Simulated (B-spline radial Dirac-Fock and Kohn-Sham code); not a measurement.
**X-ray lines that fill the 2s vacancy in Rh²⁺**

System: Rh²⁺, 1s2 2s2 2p6 3s2 3p6 3d10 4s2 4p6 4d7.

The run's input, task.json:

```json
{"items": [{
  "Z": 45,
  "q": 2,
  "cfg": [[1, 0, 2], [2, 0, 2], [2, 1, 6], [3, 0, 2], [3, 1, 6], [3, 2, 10], [4, 0, 2], [4, 1, 6], [4, 2, 7]],
  "A": 103,
  "rrms": 4.4945,
  "do": ["binding", "quiet", "decay"],
  "holes": ["K", "L1", "L2", "L3", "M1", "M2", "M3", "M4", "M5", "N1", "N2", "N3"]
}]}
```

Launch: `python xray_run.py task.json out`

Method: one-electron (LDA, Dirac) transition rates at Dirac-Fock energies. Computed with a radial finite-basis atomic code.

```
 line  multipole  energy (eV)  rate (s⁻¹)  share (%)
L1-L2         E1        270.6    1.09e+11      0.114
L1-L3         E1        413.2    8.20e+11      0.858
L1-M2         E1       2894.1    2.96e+13       30.9
L1-M3         E1       2919.3    5.00e+13       52.2
L1-M4         E2            –    3.10e+11      0.324
L1-M5         E2       3111.3    4.61e+11      0.482
L1-N2         E1       3366.1    5.30e+12       5.54
L1-N3         E1       3370.0    9.07e+12       9.48
L1-N4         E2       3419.7    1.83e+10     0.0192
L1-N5         E2       3420.2    2.75e+10     0.0288
```

The listed lines hold 100.0 % of the radiative rate. A dash stands for an energy that rests on an unreliable hole state. The radiative width is 0.0629 eV in the length form and 0.0628 eV in the velocity form; the two differ because the transition energies are not eigenvalue differences of the potential that gave the orbitals.
